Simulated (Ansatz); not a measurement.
Basis sets compared for the cluster K₃I₂. Charge 0, multiplicity 2. Geometry B3LYP-D4/def2-SVP. Ansatz on 4 threads of Arm Neoverse V2 on a shared host; times are rough, and most runs start from earlier orbitals.

```xyz
5

K     0.664   -1.663    2.527
K    -1.953    0.433   -1.246
K     2.966    0.871   -0.201
I     0.740    1.924   -2.409
I    -2.417   -1.564    1.328
```

In the def2 sets I takes a core potential; there is no spin–orbit coupling. Another isomer (doublet) lies 0.08 eV lower at PBE0-D4/def2-TZVP; other spin states weren't run for this one.

Binding counts from free atoms (K doublet, I doublet) in the same basis, without a counterpoise term.

| level | functions | energy (Eh) | HOMO (eV) | LUMO (eV) | binding per atom (eV) | wall time |
| --- | --- | --- | --- | --- | --- | --- |
| PBE-D4/def2-SVP | 124 | -2394.4751 | -2.81 | -2.15 | 1.77 | 4 s |
| PBE0-D4/def2-SVP | 124 | -2394.6839 | -3.29 | -1.57 | 1.79 | 7 s |

Problem. Estimate the rows for PBE-D4/def2-TZVP (with forces), PBE0-D4/def2-TZVP.

Solution. 
| level | functions | energy (Eh) | HOMO (eV) | LUMO (eV) | binding per atom (eV) | wall time |
| --- | --- | --- | --- | --- | --- | --- |
| PBE-D4/def2-TZVP (with forces) | 199 | -2394.7286 | -2.79 | -2.11 | 1.77 | 7 s |
| PBE0-D4/def2-TZVP | 199 | -2394.9316 | -3.27 | -1.52 | 1.79 | 14 s |
